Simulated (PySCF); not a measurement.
**Deuteron quadrupole couplings in `C=CC(=C)[Si@H](P)C1CC1`**

Species: C7H13PSi.
Atom-mapped SMILES: `[CH2:1]=[CH:2][C:3](=[CH2:4])[Si@H:5]([PH2:6])[CH:7]1[CH2:8][CH2:9]1` (hydrogens: H10, H11 on C1; H12 on C2; H13, H14 on C4; H15 on Si5; H16, H17 on P6; H18 on C7; H19, H20 on C8; H21, H22 on C9)

Cartesian coordinates in Å at the GFN2-xTB level; atoms count from 1:
```xyz
22
C7H13PSi angstrom
C     -3.1014    0.6592    0.9097
C     -2.7057   -0.4007    0.2170
C     -1.3306   -0.7057   -0.1444
C     -1.0640   -1.8175   -0.8352
Si     0.0577    0.4888    0.3613
P     -0.4397    2.6145   -0.2088
C      1.6832   -0.0634   -0.4259
C      2.5170   -1.1216    0.2374
C      2.9755    0.2975    0.2491
H     -4.1398    0.8247    1.1429
H     -2.4074    1.4039    1.2667
H     -3.4441   -1.1202   -0.1203
H     -1.8443   -2.5026   -1.1338
H     -0.0619   -2.0867   -1.1204
H      0.2129    0.4855    1.8279
H      0.6617    2.8131   -1.0202
H     -1.2441    2.2731   -1.2812
H      1.7149   -0.0583   -1.5101
H      3.0456   -1.8270   -0.3872
H      2.1561   -1.5482    1.1606
H      2.9283    0.8403    1.1810
H      3.8195    0.5711   -0.3672
```

Level: PBE0/pcSseg-1 (PySCF, non-relativistic); Q(2H) = 0.00286 b; rigid geometry, the same for H and D, with no vibrational averaging.

Question: Rank these positions by the coupling χzz of a deuteron there, largest first.
A. H10 (vinylic hydrogen)
B. H15 (Si–H hydrogen)
C. H16 (P–H hydrogen)
D. H21 (methylene hydrogen)
E. H12 (vinylic hydrogen)

Answer: A (227 kHz), D (222 kHz), E (214 kHz), C (146 kHz), B (104 kHz).

Q: Give the electric field gradient Vzz (the principal value of largest size), its asymmetry and the 2H coupling at each hydrogen.

A: 
```csv
atom,bonded to,bond length (Å),Vzz (au),η,χzz (kHz)
H10,C1,1.077,0.3372,0.05,227
H11,C1,1.079,0.3293,0.08,221
H12,C2,1.085,0.3178,0.07,214
H13,C4,1.080,0.3294,0.05,221
H14,C4,1.076,0.3353,0.04,225
H15,Si5,1.475,0.1553,0.03,104
H16,P6,1.382,0.2178,0.07,146
H17,P6,1.383,0.2154,0.08,145
H18,C7,1.085,0.3250,0.07,218
H19,C8,1.080,0.3307,0.07,222
H20,C8,1.079,0.3310,0.07,222
H21,C9,1.080,0.3304,0.07,222
H22,C9,1.080,0.3306,0.07,222
```

Q: Average by the element that carries the hydrogen.

A: on C: 222 kHz over 10 positions, mean bond length 1.080 Å; on Si: 104 kHz over 1 position, mean bond length 1.475 Å; on P: 146 kHz over 2 positions, mean bond length 1.383 Å.

Q: How does χzz go with the bond length over the 10 C–H bonds?

A: A straight-line fit has a slope of -11.7 kHz for each 0.01 Å, with a correlation coefficient of -0.91, over lengths from 1.076 to 1.085 Å. The longer bonds have the smaller couplings here.

Q: A static deuteron (I = 1) shows a doublet split by (3/2)χ, (3/4)χ(1 + η) and (3/4)χ(1 − η) with the field along z, y and x of the gradient. What are these for H16?

A: With |χ| = 146.3 kHz and η = 0.073: 220, 118 and 102 kHz, to first order and without motion.

One conformer (not necessarily the lowest) at the GFN2-xTB geometry, without solvent, vibrations or thermal averaging. GFN2-xTB bond lengths can be off by several hundredths of an ångström, more for odd bonds, and the gradients follow them. With a basis this small, the couplings can be 20 % off.
